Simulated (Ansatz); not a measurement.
`CC[Si](N)(O)Br` and `N[Si](N)(O)Br` differ in one atom or group.

Ansatz, PBE0-D4/def2-TZVP geometries, multiplicity 1. Each molecule was computed in one conformer, which needn't be the lowest.

Scalar relativity is left out up to krypton.

```tsv
property	`CC[Si](N)(O)Br`
HOMO energy (PBE/def2-TZVPP) / eV	-6.24
HOMO–LUMO gap (B3LYP/def2-TZVPP) / eV	7.65
LUMO energy (PBE0/def2-TZVPP) / eV	0.56
size of the dipole moment (B3LYP/def2-TZVPP) / D	2.47
size of the dipole moment (ωB97M-V/def2-TZVPP) / D	2.50
LUMO energy (PBE/def2-TZVPP) / eV	-0.27
```

**Question.** Give the same properties after the change, and the shifts. (An estimate is asked.)

**Answer.** Ansatz gave: 
| property | `N[Si](N)(O)Br` | shift |
| --- | --- | --- |
| HOMO energy (PBE/def2-TZVPP) / eV | -6.24 | 0.00 |
| HOMO–LUMO gap (B3LYP/def2-TZVPP) / eV | 7.68 | 0.03 |
| LUMO energy (PBE0/def2-TZVPP) / eV | 0.64 | 0.08 |
| size of the dipole moment (B3LYP/def2-TZVPP) / D | 1.43 | -1.04 |
| size of the dipole moment (ωB97M-V/def2-TZVPP) / D | 1.44 | -1.06 |
| LUMO energy (PBE/def2-TZVPP) / eV | -0.21 | 0.06 |

Dipoles are sizes alone; their direction can turn.

B3LYP here is the variant with VWN-RPA as its local correlation; programs differ in this.

Spin–orbit coupling is left out; it splits and shifts lone-pair levels of the heavy atoms by tenths of an eV.
